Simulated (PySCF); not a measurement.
**Electrostatic potential from atomic charges**

Species: `C#C[C@H]1CC(=C)/C1=C\F`. Coordinates (GFN2-xTB, Å) and charges (e) from the PBE0/pcSseg-1 density (PySCF):

| atom | x | y | z | Mulliken | IAO | Hirshfeld | ESP-fitted |
| --- | --- | --- | --- | --- | --- | --- | --- |
| C1 | 2.788 | 1.485 | 0.154 | -0.3861 | -0.2501 | -0.1224 | -0.4655 |
| C2 | 1.757 | 1.079 | -0.299 | +0.3301 | -0.0287 | -0.0430 | +0.0047 |
| C3 | 0.525 | 0.543 | -0.824 | -0.2854 | -0.1272 | -0.0090 | +0.1158 |
| C4 | 0.462 | -1.007 | -0.936 | +0.0026 | -0.2652 | -0.0616 | -0.3213 |
| C5 | -0.705 | -0.989 | 0.022 | -0.3407 | +0.0128 | -0.0021 | +0.3638 |
| C6 | -1.499 | -1.916 | 0.531 | -0.0331 | -0.3274 | -0.1049 | -0.6509 |
| C7 | -0.627 | 0.462 | 0.162 | -0.1636 | -0.0564 | -0.0285 | -0.2336 |
| C8 | -1.260 | 1.393 | 0.857 | +0.3258 | +0.1409 | +0.0449 | +0.0516 |
| F9 | -2.274 | 1.099 | 1.691 | -0.2754 | -0.2643 | -0.0792 | -0.1483 |
| H10 | 3.691 | 1.858 | 0.536 | +0.0400 | +0.2013 | +0.0905 | +0.3158 |
| H11 | 0.263 | 1.062 | -1.750 | +0.1637 | +0.1696 | +0.0566 | +0.0863 |
| H12 | 0.237 | -1.384 | -1.932 | +0.1428 | +0.1535 | +0.0502 | +0.1120 |
| H13 | 1.347 | -1.511 | -0.553 | +0.1484 | +0.1610 | +0.0494 | +0.1474 |
| H14 | -1.381 | -2.957 | 0.282 | +0.1098 | +0.1543 | +0.0492 | +0.2215 |
| H15 | -2.292 | -1.659 | 1.213 | +0.1206 | +0.1642 | +0.0468 | +0.2460 |
| H16 | -1.040 | 2.451 | 0.835 | +0.1006 | +0.1617 | +0.0631 | +0.1547 |

Points outside the species (Å): A (5.0, 5.2, -1.0); B (-6.4, -0.6, -5.0); C (5.9, -6.7, 0.6).

Question: Find the potential V = 14.3996 V·Å × Σ q/r of each set of charges at these points.

Answer: In volts:

```tsv
point	nearest atom	distance (Å)	Mulliken	IAO	Hirshfeld	ESP-fitted
A	H10	3.90	-0.169	+0.084	+0.005	+0.042
B	H12	7.35	+0.046	-0.005	+0.010	0.000
C	H13	7.00	+0.044	+0.017	+0.002	+0.009
```

Question: How far are the other sets from the ESP-fitted one at these points?

Answer: Root-mean-square difference: Hirshfeld 0.022 V, IAO 0.025 V, Mulliken 0.126 V. The ESP scheme is a least-squares fit of atom-centred charges to the potential on four shells outside the van der Waals surface, with the total charge fixed.

Question: What energy would a point charge of -1 e have at A in the field of the ESP charges, leaving out polarisation?

Answer: -0.042 eV = -4.0 kJ/mol, an attraction.

Isolated species at its GFN2-xTB geometry, gas phase.

These values come from a run that also computed NMR shieldings. Hardware: x86-64 server, one thread, shared host. Cost: 28 s of wall time.
